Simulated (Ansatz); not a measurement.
The cluster Ga4O6, relaxed as a singlet with RKS PBE-D4/def2-SVP in Ansatz, starting from the GFN2-xTB geometry. Force threshold 0.03 eV/Å.

The structure holds 1 bond(s) between oxygen atoms. Another isomer (singlet) lies 1.46 eV lower at PBE0-D4/def2-TZVP; other spin states weren't run for this one.

Start:

Cartesian coordinates in Å:
```
Ga 1.9570 0.2173 2.2183
Ga -0.2516 -1.1361 -0.6541
Ga -2.3558 0.8557 -2.3025
Ga 0.1041 1.3295 0.5228
O 3.0250 -0.5136 3.2052
O -1.2616 -1.9410 -2.0170
O 0.7864 -0.4696 0.6832
O -2.0982 -1.0976 -2.6505
O -0.9879 0.8492 -0.8109
O 1.0825 1.9061 1.8056
```

Task: Estimate the energy that the relaxation releases and the steps that it takes.

Result: 0.33 eV, in 8 steps; 24 s on 4 threads of Arm Neoverse V2 on a shared host. No frequencies were taken in this run, so the end may be a saddle point.

Task: Does the start keep its bonding?

Result: By distances, no bond broke or formed. The bond that changes most is Ga3–O9, from 2.02 to 2.23 Å (atoms count from 1).

Task: Predict the relaxed structure.

Result: 
```xyz
10

Ga    1.987    0.294    2.286
Ga   -0.337   -0.975   -0.690
Ga   -2.483    0.804   -2.470
Ga    0.119    1.312    0.548
O     3.061   -0.634    3.178
O    -1.179   -1.980   -1.937
O     0.779   -0.502    0.687
O    -2.088   -1.105   -2.650
O    -0.988    0.858   -0.817
O     1.129    1.927    1.865
```
Bond lengths (bridged metal pairs left out): 11 × Ga–O 1.68 to 2.23 Å; 1 × O–O 1.45 Å.
